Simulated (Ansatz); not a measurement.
FH$_{3}$N$_{2}$OW, SMILES `[NH]=[W](=[NH])([OH])[F]` at its PBE0-D4/def2-TZVP geometry, where that method's forces vanish. Charge 0, multiplicity 1. W takes the def2 core potential.

| atom | x (Å) | y (Å) | z (Å) |
| --- | --- | --- | --- |
| N1 | -0.324 | 0.601 | -1.378 |
| W2 | 0.405 | -0.083 | 0.053 |
| N3 | -0.020 | 0.825 | 1.480 |
| O4 | -0.275 | -1.836 | 0.282 |
| F5 | 2.268 | -0.044 | -0.154 |
| H6 | -0.877 | 1.276 | -1.882 |
| H7 | -0.450 | 1.545 | 2.036 |
| H8 | -0.727 | -2.283 | -0.437 |

Task: For each bond, give half the difference of the two atoms' forces along it (eV/Å; positive pushes the atoms apart) under PBE-D4, r2SCAN-D4, B3LYP-D4, ωB97M-V in def2-TZVPP. (An estimate is asked.)

Result: The calculation gave: 
```
 bond  length (Å)  PBE-D4  r2SCAN-D4  B3LYP-D4  ωB97M-V
N1–W2       1.746    0.42       0.29      0.29    -0.17
N1–H6       1.008   -0.05      -0.15     -0.22     0.04
W2–N3       1.743    0.50       0.34      0.30    -0.19
W2–O4       1.894   -0.01       0.01      0.13     0.14
W2–F5       1.875    0.06      -0.09      0.11     0.13
N3–H7       1.007   -0.08      -0.17     -0.23     0.05
O4–H8       0.960    0.34       0.01     -0.06    -0.06
```

B3LYP here is the variant with VWN-RPA as its local correlation; programs differ in this.

Computed with Ansatz.
